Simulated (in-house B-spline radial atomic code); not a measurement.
**Ionising neutral iron with different functionals**

Computed with a B-spline radial code for spherical atoms: scalar-relativistic (spin-free X2C) Hamiltonian, Fermi nucleus of rms radius 3.7377 fm, spin-polarised at highest spin, spherical fractional occupations for the functionals, the average over the highest-spin determinants for Hartree-Fock. The ionisation energy is the difference of two self-consistent energies, [Ar] 3d6 4s2 → [Ar] 3d6 4s1, without Breit or QED terms; ε is the level of the shell that loses the electron (its least bound occupied spin orbital).

Hybrids are left out here: with spherical fractional occupations of an open shell their exact exchange keeps a self-interaction that integer-occupation calculations don't have.

| method | rung | ΔSCF (eV) | -ε(4s) (eV) |
| --- | --- | --- | --- |
| Hartree-Fock | Hartree-Fock | 6.43 | 6.66 |
| LDA VWN5 | LDA | 8.15 | 5.04 |
| LDA PW92 | LDA | 8.16 | 5.05 |
| LDA exchange-only | LDA | 6.78 | 3.98 |
| PBE | GGA | 7.83 | 4.85 |
| PBEsol | GGA | 7.79 | 4.86 |
| BLYP | GGA | 8.05 | 4.84 |
| RPBE | GGA | 7.74 | 4.79 |
| PW91 | GGA | 7.86 | 4.90 |
| BP86 | GGA | 8.03 | 5.03 |
| AM05 | GGA | 7.78 | 4.81 |
| OLYP | GGA | 7.66 | 4.60 |
| TPSS | meta-GGA | 7.61 | 4.81 |
| SCAN | meta-GGA | 7.67 | 5.05 |
| r2SCAN | meta-GGA | 7.65 | 5.05 |
| revTPSS | meta-GGA | 7.62 | 4.86 |

Question: How do they compare with the NIST value?

Answer: NIST lists 7.902 eV (measured, ground level to ground level). Errors run from -1.47 to +0.26 eV; PW91 is closest (-0.04 eV), but part of that can be cancellation, since the calculations leave out spin-orbit coupling, Breit-QED terms, multiplet and fine-structure energies. Hartree-Fock also lacks correlation.
